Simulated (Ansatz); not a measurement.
silole (C$_{4}$H$_{6}$Si), singlet, geometry from GFN2-xTB; MP2/6-31G* (Ansatz, a program for electronic structure).

Input for Ansatz:
Ansatz 0.2 input:
```yaml
crystal:
  periodic: [false, false, false]
  atoms:
    - {symbol: C, position_ang: [-1.20638586, 0.78574789, -0.41109095]}
    - {symbol: C, position_ang: [0.02710569, 1.29088450, -0.29376265]}
    - {symbol: Si, position_ang: [1.21355663, -0.07286224, 0.24738050]}
    - {symbol: C, position_ang: [-0.23813991, -1.27821395, 0.25074385]}
    - {symbol: C, position_ang: [-1.35277056, -0.63209551, -0.11058672]}
    - {symbol: H, position_ang: [-2.07420278, 1.35899959, -0.70866783]}
    - {symbol: H, position_ang: [0.24603893, 2.32689193, -0.49207049]}
    - {symbol: H, position_ang: [1.78955600, 0.14895981, 1.57457124]}
    - {symbol: H, position_ang: [2.23200545, -0.39041535, -0.75478595]}
    - {symbol: H, position_ang: [-0.23451069, -2.32758409, 0.49442049]}
    - {symbol: H, position_ang: [-2.32753594, -1.09471811, -0.18861565]}
basis:
  gaussian:
    orbitals: 6-31G*
magnetization: {spin_polarized: false}
correlation: {method: mp2}
```

What the program printed (banner, timings and long lists left out):

```
Functional definition: HF
933 factors; integrals over basis functions are off by at most 1.1e-3 eV
mean field evaluation 1: about -12074.6242 eV, gradient 2.9e1 eV
mean field evaluation 2: about -12074.7030 eV, gradient 2.9e1 eV
mean field evaluation 4: about -12077.3793 eV, gradient 3.4e0 eV
mean field evaluation 8: about -12077.4201 eV, gradient 2.2e-1 eV
mean field -12077.42034595 eV, -443.8370113442 hartree, gradient 1.0e-5 eV, S^2 0.000000; 0 other end points of the search recorded, 0 dependent functions left out; unrestricted orbitals would lower it
mean field evaluation 16: about -12077.5774 eV, gradient 1.9e-1 eV
9 core orbitals not correlated
reference -12077.42034595 eV, -443.8370113442 hartree; 13, 13 occupied and 69, 69 virtual orbitals, 933 factors
second order -15.74259213 eV of doubles, -0.00000000 eV of singles
Total energy: -12093.16293808 eV, -444.4155409341 hartree
```
